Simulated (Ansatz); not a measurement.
Ansatz (a program for electronic structure) input file for BrCl, SMILES ClBr (connectivity only; charge and spin as stated), charge +1, multiplicity 2, r2SCAN-D4/def2-TZVP. 

Ansatz 0.2 input:
```yaml
crystal:
  periodic: [false, false, false]
  atoms:
    - {symbol: Cl, position_ang: [0.00000000, 0.00000000, -1.39338987]}
    - {symbol: Br, position_ang: [0.00000000, 0.00000000, 0.67678937]}
basis:
  gaussian:
    orbitals: def2-TZVP
hamiltonian:
  xc: r2scan
  dispersion: d4
total_charge: 1
magnetization: {spin_polarized: true, initial_magnetization: 1}
relax: {f_tol: 0.002, max_steps: 200}
```

Log of the run:

```
WARN ansatz: RAYON_NUM_THREADS=1 ignored (pool sized by the plan → 1); use --threads N
Functional definition: r2SCAN
integrals: 0.02 GiB planned
632 factors; their error is unknown
mean field: 0.24 GiB planned
mean field evaluation 1: about -82555.0267 eV, gradient 1.8e1 eV
mean field evaluation 2: about -82547.3668 eV, gradient 3.9e1 eV
mean field evaluation 4: about -82556.6832 eV, gradient 1.7e0 eV
mean field evaluation 8: about -82556.6680 eV, gradient 1.1e-1 eV
mean field evaluation 16: about -82556.4829 eV, gradient 5.7e0 eV
mean field -82556.66804366 eV, -3033.9015916850 hartree, gradient 7.0e-5 eV, S^2 0.753946; 1 other end points of the search recorded, 0 dependent functions left out
the calculation of the forces begins
reference -82556.66805167 eV, -3033.9015919794 hartree; 26, 25 occupied and 59, 60 virtual orbitals, 632 factors
relax step   1: F+E_penalty+E_count = -82556.67417311 eV  Δ(F+E_penalty+E_count) = +0.000e0 eV  max|allowed force component| = 3.521e-1 eV/Å  Δτ_max = 0.0000 Å  (61 SCF iters, accepted)
these checks for a lower state are left out or cut short: starts, cluster_reference, orbital_swaps, neighbouring_geometries, increment
integrals: 0.02 GiB planned
632 factors; their error is unknown
mean field: 0.24 GiB planned
mean field evaluation 32: about -82556.6708 eV, gradient 2.3e-5 eV
mean field -82556.67077566 eV, -3033.9016920841 hartree, gradient 2.4e-5 eV, S^2 0.753984; 0 other end points of the search recorded, 0 dependent functions left out
the calculation of the forces begins
reference -82556.67078366 eV, -3033.9016923781 hartree; 26, 25 occupied and 59, 60 virtual orbitals, 632 factors
relax step   2: F+E_penalty+E_count = -82556.67690694 eV  Δ(F+E_penalty+E_count) = -2.734e-3 eV  max|allowed force component| = 6.014e-2 eV/Å  Δτ_max = 0.0092 Å  (39 SCF iters, accepted)
these checks for a lower state are left out or cut short: starts, cluster_reference, orbital_swaps, neighbouring_geometries, increment
integrals: 0.02 GiB planned
632 factors; their error is unknown
mean field: 0.24 GiB planned
mean field -82556.67085337 eV, -3033.9016949400 hartree, gradient 1.2e-5 eV, S^2 0.753979; 0 other end points of the search recorded, 0 dependent functions left out
the calculation of the forces begins
reference -82556.67086137 eV, -3033.9016952341 hartree; 26, 25 occupied and 59, 60 virtual orbitals, 632 factors
relax step   3: F+E_penalty+E_count = -82556.67698438 eV  Δ(F+E_penalty+E_count) = -7.744e-5 eV  max|allowed force component| = 3.518e-3 eV/Å  Δτ_max = 0.0014 Å  (32 SCF iters, accepted)
these checks for a lower state are left out or cut short: starts, cluster_reference, orbital_swaps, neighbouring_geometries, increment
integrals: 0.02 GiB planned
632 factors; their error is unknown
mean field: 0.24 GiB planned
mean field -82556.67085361 eV, -3033.9016949487 hartree, gradient 1.8e-5 eV, S^2 0.753979; 0 other end points of the search recorded, 0 dependent functions left out
the calculation of the forces begins
reference -82556.67086161 eV, -3033.9016952427 hartree; 26, 25 occupied and 59, 60 virtual orbitals, 632 factors
relax step   4: F+E_penalty+E_count = -82556.67698463 eV  Δ(F+E_penalty+E_count) = -2.531e-7 eV  max|allowed force component| = 8.258e-4 eV/Å  Δτ_max = 0.0001 Å  (25 SCF iters, accepted)
integrals: 0.02 GiB planned
632 factors; their error is unknown
mean field: 0.24 GiB planned
mean field evaluation 64: about -82556.4849 eV, gradient 5.7e0 eV
mean field -82556.67085361 eV, -3033.9016949487 hartree, gradient 1.8e-5 eV, S^2 0.753979; 2 other end points of the search recorded, 0 dependent functions left out
the calculation of the forces begins
reference -82556.67086161 eV, -3033.9016952427 hartree; 26, 25 occupied and 59, 60 virtual orbitals, 632 factors
Total energy: -82556.67699264 eV, -3033.9019205539 hartree
Atom 0 at    -0.000000    -0.000000    -1.385483 Å, force     0.000000     0.000000    -0.000826 eV/Å
Atom 1 at     0.000000     0.000000     0.668883 Å, force     0.000000     0.000000     0.000826 eV/Å
Dipole moment:     0.000000    -0.000000    -0.106096 e Å
```

The run converged.

Cost: about 26 core-seconds (a rough figure).
